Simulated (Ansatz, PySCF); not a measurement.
The Ansatz (an electronic-structure program) input:
Ansatz 0.2 input:
```yaml
crystal:
  periodic: [false, false, false]
  atoms:
    - {symbol: B, position_ang: [-0.85821139, 0.10739517, -0.15583823]}
    - {symbol: N, position_ang: [0.69923672, -0.10831351, -0.09977272]}
    - {symbol: H, position_ang: [-1.46270089, -0.95255085, 0.11348944]}
    - {symbol: H, position_ang: [-1.25784084, 1.05119416, 0.59906258]}
    - {symbol: H, position_ang: [1.14447758, 0.79761676, 0.05102349]}
    - {symbol: H, position_ang: [0.97246411, -0.67504134, 0.71402463]}
basis:
  gaussian:
    orbitals: 6-311G__.json
total_charge: -1
magnetization: {spin_polarized: true, initial_magnetization: 1}
correlation: {method: ccsd_t, electrons: outside_noble_gas}
accuracy: high
```
The basis file holds 6-311G** in the JSON format of the Basis Set Exchange.

Write the same job for PySCF.

Several could match; the one computed here: 
```python
from pyscf import gto, scf, cc

mol = gto.Mole()
mol.atom = '''
    B    -0.85821139    0.10739517   -0.15583823
    N     0.69923672   -0.10831351   -0.09977272
    H    -1.46270089   -0.95255085    0.11348944
    H    -1.25784084    1.05119416    0.59906258
    H     1.14447758    0.79761676    0.05102349
    H     0.97246411   -0.67504134    0.71402463
'''
mol.basis = '6-311g**'
mol.charge = -1
mol.spin = 1
mol.verbose = 4
mol.build()

mf = scf.UHF(mol)
mf.kernel()

mycc = cc.CCSD(mf, frozen=2)
mycc.kernel()
et = mycc.ccsd_t()
print('E(CCSD(T)) = %.10f' % (mycc.e_tot + et))
```

Both were run: Ansatz gave -81.742110 Eh and PySCF -81.742110 Eh, 0.000 mEh apart.
